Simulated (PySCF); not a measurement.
B(F)(Cl)(OH) (BClFHO), SMILES OB(F)Cl. Atoms are numbered in the order given.

```xyz
5

B     -0.0134    -0.4292     0.0000
F     -1.2007    -1.0284     0.0000
Cl     0.0520     1.3302     0.0000
O      1.1264    -1.1395     0.0000
H      0.9777    -2.0954     0.0000
```

Geometry optimised at B3LYP-D3(BJ)/def2-SVP. One conformer was computed; it need not be the lowest.

Level of theory: B3LYP/pcJ-1 (PySCF).

Isotropic couplings with Fermi-contact, spin-dipole and both spin-orbit terms, one fixed conformer, no vibrational averaging. Isotopes: 11B, 19F, 1H.

Estimate the spin–spin coupling constants. (An estimate is asked for; the answer gives what the named calculation found.)


```json
[
 {"pair": "B1–F2", "bonds apart": "1", "J (Hz)": "-143.5"},
 {"pair": "B1–H5", "bonds apart": "2", "J (Hz)": "-3.1"},
 {"pair": "F2–H5", "bonds apart": "3", "J (Hz)": "-2.2"}
]
```
